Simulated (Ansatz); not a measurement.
Cost and result for the atomization energy of `N[SiH2]C[SiH](N)Cl` (15 atoms, 14 bonds).

Z-matrix (Å, degrees):
```
Si
C 1 1.875
N 1 1.735 2 110.6
H 1 1.488 2 110.6 3 -116.5
H 1 1.490 2 108.1 3 124.9
Si 2 1.852 1 113.9 3 -26.4
H 2 1.094 1 108.6 3 -148.5
H 2 1.095 1 109.7 3 93.8
H 3 1.009 1 116.9 2 -147.6
H 3 1.011 1 117.3 2 78.9
N 6 1.699 2 109.4 1 69.2
Cl 6 2.096 2 105.8 1 -53.8
H 6 1.481 2 115.1 1 -168.4
H 11 1.007 6 120.9 2 168.5
H 11 1.011 6 116.9 2 -48.1
```

Charge 0, multiplicity 1. The structure was optimised at the PBE0-D4/def2-TZVP level. It is one conformer, not always the lowest. Program: Ansatz. All runs use 2 threads of an AMD EPYC 7R13 on a shared host and a share of an NVIDIA H100 80 GB. Times are those of one run each, without the atoms' runs, and a repeat can differ threefold. Electronic energies, without spin–orbit coupling; frozen cores. CCSD(T)/CBS adds CCSD(T) − MP2 in def2-TZVPP to the MP2 limit, and its time is that of the two runs behind it. T1 = 0.010. B3LYP takes the VWN-RPA correlation (the form of Gaussian; ORCA's B3LYP/G).

CCSD(T)/CBS is a level of theory with its own doubt, some kJ/mol a heavy atom from the limit and from the frozen cores, so smaller differences don't rank the functionals.

```tsv
level	functions	wall time	atomization (kJ/mol)	difference from CCSD(T)/CBS	per bond
PBE0-D4/def2-TZVPP	345	5 s	5229.4	-26.8	-1.9
ωB97X-V/def2-TZVPP	345	5.5 s	5283.6	27.4	2.0
B3LYP-D4/def2-TZVPP (with forces)	345	7 s	5252.6	-3.6	-0.3
r2SCAN-D4/def2-TZVPP (with forces)	345	7 s	5236.4	-19.8	-1.4
PBE-D4/def2-TZVPP (with forces)	345	7.5 s	5292.2	36.0	2.6
ωB97M-V/def2-TZVPP (with forces)	345	8.5 s	5279.6	23.4	1.7
B2PLYP/def2-TZVPP	345	9 s	5176.7	-79.5	-5.7
MP2/def2-QZVPP	651	12 s	5243.8	-12.4	-0.9
CCSD(T)/def2-TZVPP	345	13 s	5094.3	-161.9	-11.6
CCSD(T)/CBS(def2)	–	25 s	5256.2	0.0	0.0
```

In def2-TZVPP, CCSD(T) changes the Hartree–Fock value by +1307.9 kJ/mol (the triples alone add +70.7 kJ/mol) and MP2 by +1360.8 kJ/mol; breaking electron pairs costs correlation energy, which Hartree–Fock lacks. The D4 term adds +70.2 kJ/mol with B3LYP and +37.5 kJ/mol with PBE0; it sums over pairs of atoms, weighted by their polarisabilities, and B3LYP, whose exchange is more repulsive, gets the larger term. From PBE to PBE0 (25 % exact exchange), in def2-TZVPP and without D4, the atomization energy moves by −56.8 kJ/mol: exact exchange takes away binding that semilocal exchange gives to molecules.
